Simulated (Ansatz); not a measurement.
Computed with Ansatz on PBE0-D4/def2-TZVP structures; ΔE is electronic, products minus reactants. CCSD(T)/CBS adds triple-zeta CCSD(T) − MP2 to the extrapolated MP2 energy (def2 sets, frozen cores). This one scheme is used for every species, atoms too. DFT in def2-TZVPP. B3LYP here is the variant with VWN-RPA as its local correlation; programs differ in this. No spin–orbit coupling; open shells (•) take unrestricted orbitals. Spin–orbit coupling would lower the free atoms: a little for B, F, O, Si. One conformer a species, not always the lowest.

`B[SiH2]OBF` → 2 B• + F• + 5 H• + O• + Si•  (atomization)

```tsv
species	B3LYP-D4 energy (Eh)
`B[SiH2]OBF`	-517.52320
B•	-24.66392
F•	-99.77015
H•	-0.50215
O•	-75.09627
Si•	-289.39209
```

**Question.** Work out ΔE.

**Answer.** ΔE = 5 × (-0.50215) + 2 × (-24.66392) + (-99.77015) + (-75.09627) + (-289.39209) − (-517.52320) = 1.42610 Eh = +38.81 eV. CCSD(T)/CBS gives +38.66 eV.

Largest T1 diagnostic among the species: 0.014.

From PBE to PBE0 (25 % exact exchange), in def2-TZVPP and without D4, ΔE moves by −0.49 eV: exact exchange takes away binding that semilocal exchange gives to molecules. The D4 term adds +0.28 eV with B3LYP and +0.15 eV with PBE0; it sums over pairs of atoms, weighted by their polarisabilities, and B3LYP, whose exchange is more repulsive, gets the larger term. At CCSD(T), def2-SVP lies −1.99 eV from the extrapolated value and def2-TZVPP −0.90 eV: correlation converges slowly with the basis, and small sets miss more of it in the bonded molecule than in its fragments.

For atomizations the MP2-based limit and the directly extrapolated one differ by several kJ/mol either way, and by 10 to 25 for some Ge, Se and Sn compounds, so smaller differences from it don't rank the levels.
